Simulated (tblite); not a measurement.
Start geometry of `COc1cccc([O])c1` [radical] from a force field or distance geometry (Å):
```
atom  x, y, z in Å
C1     2.6253    0.4556    0.5962
O2     1.7611   -0.6674    0.4509
C3     0.4411   -0.4006    0.2974
C4    -0.3839   -1.5094    0.1540
C5    -1.7533   -1.3569   -0.0038
C6    -2.3076   -0.0687   -0.0554
C7    -1.5315    1.1050    0.0705
O8    -2.0363    2.2747    0.0394
C9    -0.1435    0.8780    0.2496
H10    2.5939    1.0802   -0.2991
H11    2.3625    1.0380    1.4890
H12    3.6363    0.0876    0.7230
H13    0.0433   -2.5091    0.2055
H14   -2.3962   -2.2183   -0.1179
H15   -3.3813    0.0464   -0.1877
H16    0.4624    1.7739    0.3609
```

Question: What comes out of this run: tblite 0.8.0, GFN2-xTB geometry optimisation, gas phase?

Answer: 
```
atom  x, y, z in Å
C1     2.644    0.448    0.602
O2     1.746   -0.629    0.461
C3     0.429   -0.353    0.297
C4    -0.401   -1.488    0.162
C5    -1.774   -1.347   -0.013
C6    -2.350   -0.108   -0.059
C7    -1.545    1.095    0.075
O8    -2.048    2.224    0.037
C9    -0.122    0.903    0.255
H10    2.638    1.090   -0.285
H11    2.411    1.048    1.486
H12    3.629   -0.002    0.717
H13    0.062   -2.461    0.196
H14   -2.383   -2.234   -0.113
H15   -3.412    0.024   -0.195
H16    0.470    1.800    0.351
```

The energy falls by 16.9 kJ/mol over 24 L-BFGS steps, the largest force on an atom goes from 2.28 to 0.009 eV/Å, and the atoms move by 0.045 Å rms after alignment. The bond that changes most is C6–C7 (ends: carbon bonded to 2 C and H; carbon bonded to 2 C and O), which lengthens by 0.041 Å. Bonds longer at the end by more than 0.005 Å: 4 of 16; shorter: 7. Among the angles that change most is C3–C9–C7, from 123.8° to 121.3°. Rotational constants go from 2931, 1319, 915.2 to 2989, 1311, 916.7 MHz. The orientation of the end geometry is arbitrary; only internal coordinates are fixed.

Time: 0.16 s wall. Hardware: one thread of an Arm Neoverse V1, no GPU (shared host).

Its GFN2-xTB frequencies are all real (lowest 103 cm⁻¹).

One conformer stands for the species.

All values are computed, not measured.
